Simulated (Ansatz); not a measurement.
Gas-phase electronic energies from Ansatz, PBE0-D4/def2-TZVP geometries. CCSD(T)/CBS adds triple-zeta CCSD(T) − MP2 to the extrapolated MP2 energy (def2 sets, frozen cores). This one scheme is used for every species. DFT in def2-TZVPP. B3LYP here is the variant with VWN-RPA as its local correlation; programs differ in this. Elements past krypton have def2 core potentials. For I outer-core shells are correlated without core-valence functions, which leaves a few kJ/mol of doubt a bond. One conformer a species, not always the lowest.

Consider the ligand exchange at the Si–I bond: `F[SiH](S)I` + CH₃SH → `CS[SiH](F)S` + HI.

| level | ΔE (kcal/mol) | difference from CCSD(T)/CBS |
| --- | --- | --- |
| revPBE-D4 | 3.1 | -1.6 |
| BLYP-D4 | 3.2 | -1.5 |
| BHLYP-D4 | 4.5 | -0.2 |
| PBE-QIDH | 4.7 | 0.0 |
| PBE0 | 4.8 | 0.1 |
| B3LYP | 4.8 | 0.1 |
| CAM-B3LYP | 4.2 | -0.5 |
| LC-ωPBE | 4.3 | -0.4 |
| CCSD(T)/def2-TZVPP | 3.5 | -1.2 |
| HF/CBS(def2) | 6.1 | 1.4 |
| CCSD(T)/CBS | 4.7 | 0 |

Largest T1 diagnostic among the species: 0.011.

Leaving LDA and LC-ωPBE aside and taking each functional with its dispersion term where it has one, the values, not all of them listed here, spread over 2.1 kcal/mol, from B97M-V to PBE-QIDH. LDA lies −1.5 kcal/mol from PBE without D4. In def2-TZVPP, CCSD(T) changes the Hartree–Fock value by −2.4 kcal/mol (the triples alone add −0.4 kcal/mol) and MP2 by −1.4 kcal/mol.
